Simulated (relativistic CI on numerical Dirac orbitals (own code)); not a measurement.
# Radial parameters of Tl69+

Method of calculation: Dirac-Coulomb-Breit CI, orbitals from a KLI potential per configuration, model QED (radiative potential, 1s self-energy scaled to tabulated hydrogen-like ionisation energies), unscaled Slater integrals (own radial code, finite nucleus).

Slater integrals F^k, G^k are unscaled and averaged over j, outside the closed core [Ne]; ζ comes from projecting the Hamiltonian with its Breit term on Σ l·s of the shell.

- 3s 3p: G^1(3s,3p) = 771760, ζ(3p) = 3.0626e+06 cm⁻¹; <r>(3s) = 0.1625, <r^2>(3s) = 0.03025, <r>(3p) = 0.1601, <r^2>(3p) = 0.02977 (bohr units).
- 3p2: F^2(3p,3p) = 604910, ζ(3p) = 3.0625e+06 cm⁻¹; <r>(3p) = 0.1602, <r^2>(3p) = 0.0298 (bohr units).
- 3s 3d: G^2(3s,3d) = 488320, ζ(3d) = 408630 cm⁻¹; <r>(3s) = 0.1625, <r^2>(3s) = 0.03026, <r>(3d) = 0.1421, <r^2>(3d) = 0.02325 (bohr units).

Averages of the first 10 configurations, taken without configuration mixing, which lowers the lowest level and can move excited configurations by several eV; other configurations of the list can lie among them:

```tsv
Configuration	Parity	States	Average energy above the lowest level (eV)
3s2	even	1	4.3
3s 3p	odd	12	557.8
3p2	even	15	1138.0
3s 3d	even	20	1052.8
3d2	even	45	2115.5
3p 3d	odd	60	1621.6
3p 4s	odd	12	4579.1
3d 4s	even	20	5060.0
3s 4s	even	4	4007.5
3s 4p	odd	12	4243.5
```
